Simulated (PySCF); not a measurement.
## Löwdin shares of the frontier orbitals

C4H6F4.
Geometry (GFN2-xTB, Å), atoms numbered from 1 in this order:
```xyz
14
C4H6F4 angstrom
C     -0.629    1.310    0.296
C     -0.024   -0.083    0.379
F     -0.146   -0.548    1.679
C      1.464   -0.079    0.013
F      1.941   -1.354   -0.118
C     -0.780   -1.088   -0.513
F     -0.580   -0.780   -1.814
F     -2.111   -1.013   -0.306
H     -0.606    1.663   -0.731
H     -0.072    1.994    0.931
H     -1.661    1.273    0.637
H      1.620    0.425   -0.945
H      2.040    0.403    0.808
H     -0.457   -2.124   -0.337
```

The calculation used TDDFT CAM-B3LYP/def2-SVPD, vertical, gas phase, core orbitals frozen in the response in PySCF 2.14.0, density-fitted response routines.

Kohn–Sham orbitals with the atoms that hold most of them (Löwdin shares over 4%, at most four atoms; ? is withheld):

```json
{"orbital": "HOMO-3", "ε (eV)": "-12.84", "atoms": "F3 25%, C1 20%, F8 14%, H9 10%"}
{"orbital": "HOMO-2", "ε (eV)": "-11.98", "atoms": "F5 47%, C4 22%, H13 10%, H12 10%"}
{"orbital": "HOMO-1", "ε (eV)": "-11.53", "atoms": "F3 23%, C2 18%, F5 15%, C1 15%"}
{"orbital": "HOMO", "ε (eV)": "?", "atoms": "?"}
{"orbital": "LUMO", "ε (eV)": "1.19", "atoms": "?"}
{"orbital": "LUMO+1", "ε (eV)": "1.68", "atoms": "F5 18%, C4 13%, C1 10%, H13 8%"}
{"orbital": "LUMO+2", "ε (eV)": "1.94", "atoms": "C6 17%, H14 17%, F8 16%, F7 9%"}
```

Problem. Give the leading atoms of the LUMO.

Solution. C1 (bonded to C and 3 H) 18%; C4 (bonded to C, F and 2 H) 15%; H12 (bonded to C) 9%; H10 (bonded to C) 9%. By element: carbon 34% or more, hydrogen 19% or more.

Problem. Give the leading atoms of the HOMO.

Solution. C2 (bonded to 3 C and F) 17%; C6 (bonded to C, 2 F and H) 15%; F3 (bonded to C) 13%; F8 (bonded to C) 12%. By element: carbon 32% or more, fluorine 25% or more.

Problem. What is the HOMO energy, and the HOMO–LUMO gap?

Solution. ε(HOMO) = -11.04 eV; the gap is 12.24 eV (0.4496 hartree).

Problem. The HOMO–LUMO gap is 12.24 eV. Where does the response calculation put the lowest singlet, and from which orbitals?

Solution. S1 is at 9.34 eV (f = 0.028), 2.90 eV below the gap, made of HOMO→LUMO (58%), HOMO→LUMO+1 (26%). 

Next come S2 at 9.52 eV (f 0.0009), HOMO→LUMO+3 (30%), HOMO→LUMO+1 (25%), HOMO→LUMO (20%); S3 at 9.59 eV (f 0.012), HOMO→LUMO+3 (21%), HOMO-1→LUMO (16%), HOMO→LUMO+1 (12%); S4 at 9.74 eV (f 0.0063), HOMO-2→LUMO+1 (34%), HOMO-2→LUMO (21%), HOMO-1→LUMO (16%); S5 at 9.81 eV (f 0.025), HOMO-1→LUMO (31%), HOMO→LUMO+2 (21%), HOMO-2→LUMO+1 (10%).

Löwdin shares depend on the basis, the more so with diffuse functions.

Time: 71 s wall (with the writing of density and orbital grids); peak memory 0.98 GiB. Hardware: an Arm Neoverse V2 with one thread, shared host.

One conformer stands for the species.
